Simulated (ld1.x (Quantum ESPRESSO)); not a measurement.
**Configuration tests for tin (Sn) (TM)**

tin, norm-conserving Troullier–Martins (Kleinman–Bylander form), made with ld1.x (Quantum ESPRESSO) 7.5 (PW91, fully relativistic). Core [Kr], reference 4d10 5s2 5p2. Waves: 5s (bound): rc 1.65 bohr; 5p (bound): rc 2.55 bohr; 4f channel at 0.25 Ry: rc 2.25 bohr; 4d (bound): rc 1.15 bohr. Local part: the d channel. Core correction: none.

Open shells are filled in proportion to 2j + 1 (rel_dist='average').

Energies are relative to the spin-unpolarised reference configuration 4d10 5s2 5p2; without spin polarisation the order of configurations can differ from experiment. The d channel is local and has no spin–orbit splitting in the pseudo-atom.

```json
{"valence configuration": "4d10 5s2 5p1", "charge": "+1", "ΔE all-electron (eV)": "6.945", "error AE − PS (meV)": "+0.5"}
{"valence configuration": "4d10 5s1 5p0", "charge": "+3", "ΔE all-electron (eV)": "52.067", "error AE − PS (meV)": "+32"}
{"valence configuration": "4d9 5s2 5p2", "charge": "+1", "ΔE all-electron (eV)": "32.721", "error AE − PS (meV)": "-12351"}
{"valence configuration": "4d10 5s2 5p2.3", "charge": "-0.3", "ΔE all-electron (eV)": "-0.865", "error AE − PS (meV)": "0.0"}
{"valence configuration": "4d10 5s0 5p4", "charge": "0", "ΔE all-electron (eV)": "14.203", "error AE − PS (meV)": "+2.8"}
{"valence configuration": "4d10 5s2 5p1.5", "charge": "+0.5", "ΔE all-electron (eV)": "2.648", "error AE − PS (meV)": "+0.2"}
```

Problem. What are ΔE and the potential's error for 4d10 5s2 5p0?

Solution. ΔE = 20.994 eV all-electron; the error (AE − PS) is +3.1 meV.

These tests converged, but a pseudo level misses the all-electron one widely, so the file describes the atom poorly there or has found another state: 4d9 5s2 5p2: 4d by 20.8 eV (a node warning on the way). ld1.x printed “convergence not achieved” for 6 of the counted tests; their residual had stalled under 1e-8, short of the target of 1e-14.

Note: ghost states, extra bound levels that the all-electron valence spectrum of the same l lacks: s at -172.2 eV, p3/2 at -69.4 eV, p1/2 at -62.1 eV. A true bound ghost makes a file unfit for plane-wave use. The potential misses its own reference levels by up to 0.6 eV.
